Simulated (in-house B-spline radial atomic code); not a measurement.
A run on Ru⁻ that did not converge. Method: scalar-relativistic (X2C) TPSSh, spin-polarised, spherical fractional occupations, exact exchange averaged over the configuration, Fermi nucleus of rms radius 4.4809 fm; computed with a B-spline radial code for spherical atoms.

Command:
```bash
python run_scf.py task.json out
```
Settings (nuclear radius in fm, mass in u):
```
Z                44
configuration    [Kr] 4d7 5s2
hamiltonian      x2c
method           tpssh
spin_polarised   True
nucleus          fermi
rms_radius       4.4809
atomic_mass      101.90434
speed_of_light   137.035999084
exact_exchange   averaged over the configuration
```

First and last ten iterations of the last attempt (damped for 15 steps, keeping 80 % of the old Fock matrix, then DIIS):
```
 iter        energy (Eh)    residual
    1       -4528.924651    7.20e-02
    2       -4528.944943    1.37e-01
    3       -4529.618143    8.78e-02
    4       -4529.943786    5.79e-02
    5       -4530.092573    4.21e-02
    6       -4530.157809    2.98e-02
    7       -4530.186392    2.23e-02
    8       -4530.199651    1.65e-02
    9       -4530.206410    1.23e-02
   10       -4530.210159    9.20e-03
  111       -4456.630916    4.01e-01
  112       -4513.431475    7.92e-01
  113       -4518.395196    6.43e-01
  114       -4522.540421    4.44e-01
  115       -4524.507819    3.62e-01
  116       -4526.698669    2.71e-01
  117       -4528.421825    1.77e-01
  118       -4529.493321    1.03e-01
  119       -4530.110872    3.33e-02
  120       -4528.927410    6.73e-02
 not converged after 120 iterations
```

The smallest residual met was 1.7e-03; the threshold is about 4e-07. No energy from this run should be used. Run time, properties included: 9.3 s on 1 thread of Arm Neoverse N1, on a shared host.
